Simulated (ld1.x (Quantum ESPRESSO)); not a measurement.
# Configuration tests for Hf (TM)

* Element: hafnium (Hf)
* Generator: ld1.x (Quantum ESPRESSO) 7.5
* Type: norm-conserving Troullier–Martins (Kleinman–Bylander form)
* Functional: PBE
* Relativity: scalar-relativistic
* Frozen core: [Kr] 4d10 4f14 5s2
* Valence charge: 10
* Reference configuration: 5p6 5d2 6s2 6p0
* Partial waves: 6s (bound): rc 2.55 bohr; 5p (bound): rc 1.85 bohr; 5d (bound): rc 2.30 bohr
* Local potential: the d channel
* Core correction: none

Energies are relative to the spin-unpolarised reference configuration 5p6 5d2 6s2 6p0; without spin polarisation the order of configurations can differ from experiment. The frozen-core shift is the all-electron ΔE with the core orbitals held at their reference shape minus the fully relaxed ΔE.

```csv
valence configuration,charge,ΔE all-electron (eV),error AE − PS (meV),frozen-core shift (meV)
5p6 5d2 6s1 6p0,+1,7.976,-1.9,+3.6
5p6 5d2 6s0 6p0,+2,22.156,+14,+13
5p6 5d2 6s1 6p1,0,3.826,+1635,+1.4
5p6 5d1 6s2 6p0,+1,6.498,-3.6,+12
5p5 5d2 6s2 6p0,+1,41.021,-152,+221
```

(1) What are ΔE and the potential's error for 5p6 5d3 6s1 6p0?

(2) What are ΔE and the potential's error for 5p6 5d1 6s0 6p0?

Levels in the configuration 5p6 5d1 6s0 6p0:

| level | all-electron (eV) | pseudo (eV) |
| --- | --- | --- |
| 5p | -62.510 | -62.392 |
| 5d | -27.126 | -27.009 |

Note: ghost states, extra bound levels that the all-electron valence spectrum of the same l lacks: s at -37.2 eV, p at -3.0 eV. A true bound ghost makes a file unfit for plane-wave use.

Answers

(1) ΔE = 2.593 eV all-electron; the error (AE − PS) is -13 meV.

(2) ΔE = 43.950 eV all-electron; the error (AE − PS) is +96 meV.

These tests converged, but a pseudo level misses the all-electron one widely, so the file describes the atom poorly there or has found another state: 5p6 5d2 6s0 6p0: empty 6p by 3.6 eV; 5p6 5d1 6s0 6p0: empty 6p by 5.8 eV (a node warning on the way); 5p6 5d2 6s1 6p1: 5d by 1.2 eV; 5p6 5d1 6s2 6p0: empty 6p by 2.1 eV; 5p5 5d2 6s2 6p0: empty 6p by 2.1 eV. ld1.x printed “convergence not achieved” for 5 of the counted tests; their residual had stalled under 1e-8, short of the target of 1e-14.
